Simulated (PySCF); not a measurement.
Species: C3H5F3O.
Atom-mapped SMILES: `[F:1][CH2:2][O:3][C@H:4]([F:5])[CH2:6][F:7]` (hydrogens: H8, H9 on C2; H10 on C4; H11, H12 on C6)

Geometry (PBE0-D3(BJ)/def2-SVP, Å), atoms numbered from 1 in this order:
```xyz
12
C3H5F3O angstrom
F     -2.1166    0.7028   -0.9092
C     -1.6539    0.8110    0.3667
O     -0.2748    0.7465    0.3928
C      0.2561   -0.5071    0.1822
F      0.1505   -1.2562    1.3271
C      1.7234   -0.3705   -0.1490
F      1.8700    0.2045   -1.3754
H     -1.9322    1.7957    0.7692
H     -2.1045   -0.0015    0.9639
H     -0.2890   -1.0389   -0.6180
H      2.2014    0.2565    0.6219
H      2.1855   -1.3709   -0.1459
```

Method used: PBE0-D3(BJ)/def2-SVP geometry optimisation, gas phase (PySCF).

Take the most abundant isotopes and a rigid rotor. The values belong to one conformer with, in the numbering `[F:1][CH2:2][O:3][C@H:4]([F:5])[CH2:6][F:7]`, F1–C2–O3–C4 -74°, C2–O3–C4–F5 -78°, O3–C4–C6–F7 -69°.

Q: Give the principal moments of inertia and the rotational constants in GHz.

A: Ia = 141.02, Ib = 281.39, Ic = 377.92 u·Å²; 505379 MHz·u·Å²/I gives 3584, 1796 and 1337 MHz, that is A = 3.5839, B = 1.7960, C = 1.3373 GHz.

Q: Classify the top.

A: An asymmetric top. Ray's parameter κ = (2B − A − C)/(A − C) = -0.592; −1 is the prolate and +1 the oblate limit.

Q: Is it planar, by Δ = Ic − Ia − Ib?

A: Not planar: Δ = Ic − Ia − Ib = -44.49 u·Å². For a rigid frame Δ = −2 Σ m c², so Σ m c² = 22.24 u·Å² lies off the ab plane: 4.97 from hydrogen and 17.28 from heavier atoms. The atom farthest from that plane is 1.33 Å away.

Q: Give the other two planar moments, Paa and Pbb, and the rms extents of the mass along the axes.

A: Paa = Σ m a² = (Ib + Ic − Ia)/2 = 259.15 and Pbb = Σ m b² = (Ia + Ic − Ib)/2 = 118.77 u·Å². With the mass M = 114.03 u, the rms extents √(P/M) along a, b and c are 1.51, 1.02, 0.44 Å.

Q: Predict some low-J microwave lines.

A: The dipole components are |μa| = 0.19 D, |μb| = 1.51 D, |μc| = 0.18 D. The squared components, which scale the intensities, stand as 0.02 : 1.00 : 0.01 (a : b : c). Some of the stronger lines:

```
type  branch         J(Ka,Kc)    MHz  lower level (cm⁻¹)
   b       Q  1(1,0) ← 1(0,1)   2247               0.105
   b       Q  2(1,1) ← 2(0,2)   2783               0.311
   b       Q  3(1,2) ← 3(0,3)   3714               0.615
   b       R  2(0,2) ← 1(1,1)   4401               0.164
   b       R  3(1,2) ← 2(2,1)   4671               0.583
   b       R  1(1,1) ← 0(0,0)   4921               0.000
   b       Q  3(2,1) ← 3(1,2)   5103               0.739
   b       Q  2(2,0) ← 2(1,1)   5441               0.404
   a       R  2(1,2) ← 1(1,1)   5808               0.164
   b       Q  2(2,1) ← 2(1,2)   6740               0.358
   b       Q  3(2,2) ← 3(1,3)   7473               0.647
   b       R  2(1,2) ← 1(0,1)   7596               0.105
   b       R  3(0,3) ← 2(1,2)   7697               0.358
   a       R  3(1,3) ← 2(1,2)   8667               0.358
   c       R  2(1,1) ← 1(0,1)   8972               0.105
   a       R  3(2,1) ← 2(2,0)   9696               0.585
   b       Q  3(3,0) ← 3(2,1)   9765               0.909
   b       R  3(1,3) ← 2(0,2)  10073               0.311
   b       Q  3(3,1) ← 3(2,2)  10131               0.896
   b       R  2(2,1) ← 1(1,0)  12089               0.179
   b       R  2(2,0) ← 1(1,1)  12625               0.164
   b       R  3(2,2) ← 2(1,1)  14763               0.404
   b       R  3(2,1) ← 2(1,2)  16513               0.358
   b       R  3(3,1) ← 2(2,0)  19453               0.585
   b       R  3(3,0) ← 2(2,1)  19539               0.583
```

Q: Estimate the classical rotational partition function at 50 K, 200 K and 500 K.

A: Point group C1, symmetry number σ = 1; q = (√π/σ)·√((kT/h)³/(ABC)), k/h = 20836.6 MHz/K: 20300 at 50 K, 163000 at 200 K, 642000 at 500 K.

Whether it is a minimum is left open (no frequencies). Constants of a rigid frame at the computed geometry: no zero-point averaging, no centrifugal distortion.
